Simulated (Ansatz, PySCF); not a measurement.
Dimer: stibine (SMILES [SbH3]) (first 4 atoms) with C2H4 (SMILES C=C); geometry from B3LYP-D3(BJ)/def2-TZVP, rigid monomers moved along the line of their centres of mass till Sb1···C6 is 3.27 Å.
(charge 0, multiplicity 1):
```xyz
10

Sb     0.6126    -0.1406     0.6466
H      1.1955     0.4873    -0.8452
H      1.9767     0.4665     1.4844
H     -0.2803     1.2875     0.9520
C     -0.0395     0.5431     3.9014
C     -0.1930    -0.7654     3.7564
H      0.9255     0.9824     4.1227
H     -0.8715     1.2289     3.7980
H     -1.1570    -1.2052     3.5315
H      0.6396    -1.4511     3.8575
```

Interaction energies are E(AB) − E(A) − E(B) at the monomers' geometry in the complex; basis-set methods are counterpoise corrected.

Correlated levels freeze the cores. Filled d and f shells under p-block atoms count as core. CBS(a, b) extrapolates the correlation energy as X⁻³ and adds the Hartree–Fock energy of set b.

Run with Ansatz (an electronic-structure program) with Gaussian orbitals; PySCF for the dispersion terms. Values without a source in brackets are computed. In def2 rows elements past Kr take small-core potentials, without spin–orbit coupling.

PBE/def2-TZVPPD gives 0.54 kcal/mol for the interaction energy.

Question: Predict the shift from PBE, with its sign, for: PBE-D3(BJ)/def2-TZVPPD, r2SCAN/def2-TZVPPD, PBE0/def2-TZVPPD, wB97M-V/def2-TZVPPD, MP2/CBS(def2-SVPD, def2-TZVPPD), CCSD(T)/CBS(def2-SVPD, def2-TZVPPD).

Answer: PBE-D3(BJ)/def2-TZVPPD -1.99; r2SCAN/def2-TZVPPD -0.84; PBE0/def2-TZVPPD -0.10; wB97M-V/def2-TZVPPD -1.54; MP2/CBS(def2-SVPD, def2-TZVPPD) -1.53; CCSD(T)/CBS(def2-SVPD, def2-TZVPPD) -0.80 kcal/mol. 0 of 6 lie above PBE; the widest gap is to PBE-D3(BJ)/def2-TZVPPD.
